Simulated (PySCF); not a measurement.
Bonding in `C=C[C@@H]1CC[C@H](B(O)O)C1`

C₇H₁₃BO₂.
Numbering: `[CH2:1]=[CH:2][C@@H:3]1[CH2:4][CH2:5][C@H:6]([B:7]([OH:8])[OH:9])[CH2:10]1` (hydrogens: H11, H12 on C1; H13 on C2; H14 on C3; H15, H16 on C4; H17, H18 on C5; H19 on C6; H20 on O8; H21 on O9; H22, H23 on C10)

Geometry (PBE0-D3(BJ)/def2-SVP, Å), atoms numbered from 1 in this order:
```xyz
23
C7H13BO2 angstrom
C      3.648    0.758   -0.530
C      2.378    0.690   -0.932
C      1.288   -0.069   -0.250
C      0.645   -1.169   -1.123
C     -0.829   -1.271   -0.672
C     -0.999   -0.262    0.478
B     -2.418    0.401    0.627
O     -2.837    0.769    1.874
O     -3.152    0.623   -0.505
C      0.086    0.783    0.174
H      4.395    1.335   -1.082
H      3.986    0.236    0.371
H      2.078    1.227   -1.843
H      1.701   -0.536    0.661
H      0.708   -0.885   -2.186
H      1.194   -2.118   -1.026
H     -1.106   -2.290   -0.361
H     -1.501   -1.005   -1.502
H     -0.731   -0.742    1.435
H     -3.692    1.209    1.908
H     -3.991    1.074   -0.373
H      0.311    1.448    1.022
H     -0.229    1.422   -0.672
```

Bond orders from the PBE0/pcSseg-1 density (PySCF). Geometry: PBE0-D3(BJ)/def2-SVP, one conformer, isolated molecule.

Q: How far do the computed orders between heavy atoms stray from the drawn ones?

A: The largest departure is 0.261, at B7–O8 (drawn single, 1.261). Drawn single, order above 1.12: B7–O8 (1.261) and B7–O9 (1.232). Drawn single, order below 0.88: C6–B7 (0.871).

Q: Set the Mayer orders of the bonds between heavy atoms beside their lengths.

A: 
```csv
bond,drawn as,length (Å),Mayer order
C1–C2,double,1.334,1.984
C2–C3,single,1.493,0.996
C3–C4,single,1.544,0.999
C4–C5,single,1.545,1.034
C5–C6,single,1.539,1.032
C6–B7,single,1.573,0.871
B7–O8,single,1.367,1.261
B7–O9,single,1.367,1.232
C6–C10,single,1.537,1.017
C10–C3,single,1.534,0.981
```

Bonds between the same two heavy elements. C–C: lowest C10–C3 (0.981, 1.534 Å), highest C1–C2 (1.984, 1.334 Å); in 6 of the 21 pairs the longer bond (by over 0.003 Å) has the higher order (by 0.02 or more). B–O: lowest B7–O9 (1.232, 1.367 Å), highest B7–O8 (1.261, 1.367 Å).

Q: And the bonds to hydrogen?

A: C–H: 0.94 to 0.96 (11 bonds); H–O: 0.93 (2 bonds).

Q: Sum the orders of all bonds at each heavy atom with more than one neighbour and set the sums beside the valence in the SMILES.

A: C1 3.887 (drawn 4), C2 3.930 (drawn 4), C3 3.920 (drawn 4), C4 3.943 (drawn 4), C5 3.968 (drawn 4), C6 3.859 (drawn 4), B7 3.364 (drawn 3), O8 2.188 (drawn 2), O9 2.158 (drawn 2), C10 3.899 (drawn 4). Orders between atoms that aren't bonded are not in these sums.

The Mayer order sums products of elements of PS (density times overlap matrix) between the two atoms' basis functions, so it depends on the basis set.

These values come from a run that also computed NMR shieldings. The run took 42 s on one thread, Arm Neoverse V2, shared host.
